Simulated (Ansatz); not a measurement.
Gas-phase reaction in SMILES: [SiH3]O[Si](Cl)Cl → [SiH2]O[SiH](Cl)Cl

Wanted: isomerisation energy (electronic), in kcal/mol. Set-up: LANL2DZ with its own core potentials from Na on; six Cartesian d functions in 6-31G* and its kin unless marked 5d; 6-311+G** with 5d, 6d on Na to Ar in Ansatz (a first-principles code); open shells spin-unrestricted; non-relativistic; valence correlation only; no spin-orbit coupling. CBS(X,Y): correlation extrapolated as X^-3; Hartree-Fock from the larger set. Ab initio and DFT rows: single points at B3LYP-D3(BJ) geometries (Ansatz).

Coupled cluster (Ansatz) is a level with limits of its own, used here on species with T1 under 0.025 (0.045 for open shells) and stable references: CCSD(T)/CBS(cc-pV(T+d)Z,cc-pV(Q+d)Z).

Value to compare with, CCSD(T)/CBS(cc-pV(T+d)Z,cc-pV(Q+d)Z) (Ansatz): -1.4 kcal/mol.

```tsv
level	program	isomerisation energy (electronic) (kcal/mol)	difference
HF/STO-3G	Ansatz	8.6	10.0
HF/3-21G	Ansatz	0.9	2.3
HF/LANL2DZ	Ansatz	1.1	2.5
HF/6-31G*	Ansatz	-1.2	0.2
HF/6-311+G**	Ansatz	-1.4	0.0
```

Among the 5 habitual levels, HF/STO-3G lies farthest from CCSD(T)/CBS(cc-pV(T+d)Z,cc-pV(Q+d)Z) (Ansatz) (10.0 kcal/mol); 4 of 5 lie above it, and their mean absolute difference is 3.0 kcal/mol, the median 2.3. One case shows no general order.

The sets are all those run for this method; left out are runs that failed, that the program found above a lower state of the same kind, or whose <S^2> lies over 0.5 above the pure value.
